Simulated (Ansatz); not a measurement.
Input for Ansatz (a first-principles code): U-B3LYP/def2-TZVPP on BrHSi (SMILES [SiH]Br), a point of a bond scan (R = 3.505 Å).

Ansatz 0.2 input:
```yaml
crystal:
  periodic: [false, false, false]
  atoms:
    - {symbol: Si, position_ang: [-0.89669569, -0.76104712, 1.06218335]}
    - {symbol: H, position_ang: [-3.18708116, -1.83800280, -1.36297331]}
    - {symbol: Br, position_ang: [0.41275014, 0.33954138, -0.42509526]}
basis:
  gaussian:
    orbitals: def2-TZVPP
hamiltonian:
  xc: {name: B3LYP}
magnetization: {spin_polarized: true, initial_magnetization: 0}
```

The log:

```
WARN ansatz: RAYON_NUM_THREADS=1 ignored (pool sized by the plan → 1); use --threads N
Functional definition: B3LYP
integrals: 0.03 GiB planned
763 factors; their error is unknown
mean field: 0.44 GiB planned
mean field evaluation 1: about -77933.3963 eV, gradient 1.4e1 eV
mean field evaluation 2: about -77919.7636 eV, gradient 3.3e1 eV
mean field evaluation 4: about -77932.6941 eV, gradient 1.6e1 eV
mean field evaluation 8: about -77937.7061 eV, gradient 2.5e-1 eV
mean field evaluation 16: about -77938.3297 eV, gradient 5.0e-2 eV
mean field evaluation 32: about -77938.3294 eV, gradient 2.3e-1 eV
mean field evaluation 64: about -77938.2076 eV, gradient 3.4e-1 eV
mean field -77938.32958951 eV, -2864.1807839174 hartree, gradient 4.4e-6 eV, S^2 0.854976; 7 other end points of the search recorded, 0 dependent functions left out
reference -77938.32980509 eV, -2864.1807918397 hartree; 25, 25 occupied and 79, 79 virtual orbitals, 763 factors
Total energy: -77938.32980509 eV, -2864.1807918397 hartree
```

The calculation finished and met its thresholds. Its determinant has ⟨S²⟩ = 0.85, a mixture of spin states.

Cost: around 11 core-seconds (rough).
